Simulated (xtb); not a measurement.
C5H9NO, charge +1, doublet, at a GFN2-xTB geometry of the parent state (a state made from the parent by changing its charge; the spin is typed, not shown lowest); GFN0-xTB (xtb 6.7.1).

The xtb input:
```
$ xtb mol.xyz --gfn 0 --chrg 1 --uhf 1 --json

# file mol.xyz
16

C      2.10718030    -0.10566990     0.05077275
N      0.69270521     0.08905907    -0.09332066
C      0.14997135     0.98033666    -1.08972839
C     -1.32752946     1.09849129    -0.69883366
C     -1.60250964    -0.19679329     0.06324944
C     -0.23541035    -0.62430679     0.57963264
O     -0.00257823    -1.45674522     1.42691988
H      2.59806457     0.83177957     0.32361649
H      2.54565104    -0.47833752    -0.87929269
H      2.25899065    -0.83912003     0.84118692
H      0.27013507     0.54960589    -2.09371243
H      0.67024368     1.94223616    -1.06616009
H     -1.46840915     1.95525366    -0.03929380
H     -1.97158737     1.22354647    -1.56688659
H     -2.30886961    -0.08111558     0.88246881
H     -1.97274293    -0.98564829    -0.59459778
```

The log (banner, timings and long lists left out):

```
   ID    Z sym.   atoms
    1    6 C      1, 3-6
    2    7 N      2
    3    8 O      7
    4    1 H      8-16

           -------------------------------------------------
          |                Calculation Setup                |
           -------------------------------------------------

           -------------------------------------------------
          |                 G F N 0 - x T B                 |
           -------------------------------------------------

          ...................................................
          :                      SETUP                      :
          :.................................................:
          :  # basis functions                  46          :
          :  # atomic orbitals                  46          :
          :  # shells                           32          :
          :  # electrons                        39          :
          :  electronic temp.          300.0000000     K    :
          :  accuracy                    1.0000000          :
          :  -> integral cutoff          0.2500000E+02      :
          :  -> integral neglect         0.1000000E-07      :
          ...................................................

         :::::::::::::::::::::::::::::::::::::::::::::::::::::
         ::                     SUMMARY                     ::
         :::::::::::::::::::::::::::::::::::::::::::::::::::::
         :: total energy             -20.076238770204 Eh    ::
         :: gradient norm              0.042975902316 Eh/a0 ::
         :: HOMO-LUMO gap              4.725546150397 eV    ::
         ::.................................................::
         :: H0 energy                -21.596416862722 Eh    ::
         :: repulsion energy           0.284479214643 Eh    ::
         :: electrostat energy         1.289802908723 Eh    ::
         :: -> Gsolv                   0.000000000000 Eh    ::
         ::    -> Gsasa                0.000000000000 Eh    ::
         ::    -> Gshift               0.000000000000 Eh    ::
         :: dispersion energy         -0.004471834743 Eh    ::
         :: short-range corr.         -0.049632196105 Eh    ::
         :: add. restraining           0.000000000000 Eh    ::
         :: total charge               1.000000000000 e     ::
         :::::::::::::::::::::::::::::::::::::::::::::::::::::

           -------------------------------------------------
          |                Property Printout                |
           -------------------------------------------------

    * Orbital Energies and Occupations

         #    Occupation            Energy/Eh            Energy/eV
      -------------------------------------------------------------
         1        2.0000           -0.7166638             -19.5014
       ...           ...                  ...                  ...
         8        2.0000           -0.5719142             -15.5626
         9        2.0000           -0.5594643             -15.2238
        10        2.0000           -0.5442207             -14.8090
        11        2.0000           -0.5375980             -14.6288
        12        2.0000           -0.5293686             -14.4049
        13        2.0000           -0.5125285             -13.9466
        14        2.0000           -0.5055161             -13.7558
        15        2.0000           -0.5001777             -13.6105
        16        2.0000           -0.4872593             -13.2590
        17        2.0000           -0.4855222             -13.2117
        18        2.0000           -0.4781103             -13.0100
        19        1.8698           -0.4141440             -11.2694
        20        1.1302           -0.4105351             -11.1712 (HOMO)
        21                         -0.2368745              -6.4457 (LUMO)
        22                         -0.1488984              -4.0517
        23                         -0.1414671              -3.8495
        24                         -0.1403772              -3.8199
        25                         -0.1164555              -3.1689
        26                         -0.1113868              -3.0310
        27                         -0.0986033              -2.6831
        28                         -0.0850716              -2.3149
        29                         -0.0782560              -2.1295
        30                         -0.0557018              -1.5157
        31                         -0.0253901              -0.6909
       ...                                ...                  ...
        46                          0.4445767              12.0975
      -------------------------------------------------------------
                  HL-Gap            0.1736606 Eh            4.7255 eV
             Fermi-level            0.0000000 Eh            0.0000 eV

     #   Z          covCN         q      C6AA      α(0)
     1   6 C        3.692    -0.030    23.786     7.059
     2   7 N        2.762    -0.634    35.319     8.898
     3   6 C        3.780     0.132    20.681     6.557
     4   6 C        3.829    -0.192    27.134     7.503
     5   6 C        3.834    -0.254    28.634     7.707
     6   6 C        2.796     0.705    17.005     6.734
     7   8 O        0.857    -0.413    21.875     6.276
     8   1 H        0.924     0.187     1.168     1.690
     9   1 H        0.924     0.184     1.183     1.701
    10   1 H        0.925     0.224     0.983     1.550
    11   1 H        0.923     0.143     1.439     1.876
    12   1 H        0.924     0.143     1.439     1.876
    13   1 H        0.924     0.197     1.113     1.650
    14   1 H        0.925     0.190     1.151     1.678
    15   1 H        0.925     0.215     1.025     1.583
    16   1 H        0.924     0.203     1.084     1.628

 Mol. C6AA /au·bohr⁶  :       1970.547153
 Mol. C8AA /au·bohr⁸  :      44991.938011
 Mol. α(0) /au        :         65.965251

Wiberg/Mayer (AO) data.
largest (>0.10) Wiberg bond orders for each atom

 ---------------------------------------------------------------------------
     #   Z sym  total        # sym  WBO       # sym  WBO       # sym  WBO
 ---------------------------------------------------------------------------
     1   6 C    3.933 --    10 H    0.980     2 N    0.975     9 H    0.965
                             8 H    0.961
     2   7 N    3.421 --     6 C    1.202     1 C    0.975     3 C    0.969
                             7 O    0.208
     3   6 C    3.943 --     4 C    1.003     2 N    0.969    12 H    0.961
                            11 H    0.953
     4   6 C    3.987 --     5 C    1.007     3 C    1.003    14 H    0.978
                            13 H    0.977
     5   6 C    3.949 --     4 C    1.007    15 H    0.968    16 H    0.960
                             6 C    0.905
     6   6 C    3.874 --     7 O    1.705     2 N    1.202     5 C    0.905
     7   8 O    2.071 --     6 C    1.705     2 N    0.208
     8   1 H    0.980 --     1 C    0.961
     9   1 H    0.978 --     1 C    0.965
    10   1 H    0.990 --     1 C    0.980
    11   1 H    0.976 --     3 C    0.953
    12   1 H    0.981 --     3 C    0.961
    13   1 H    0.983 --     4 C    0.977
    14   1 H    0.983 --     4 C    0.978
    15   1 H    0.987 --     5 C    0.968
    16   1 H    0.985 --     5 C    0.960
 ---------------------------------------------------------------------------

Topologies differ in total number of bonds
Writing topology from bond orders to xtbtopo.mol

 dipole moment from electron density (au)
     X       Y       Z
   0.5749   0.1282  -0.3075  total (Debye):    1.689

           -------------------------------------------------
          | TOTAL ENERGY              -20.076238770204 Eh   |
          | GRADIENT NORM               0.042975902316 Eh/α |
          | HOMO-LUMO GAP               4.725546150397 eV   |
           -------------------------------------------------

normal termination of xtb
```
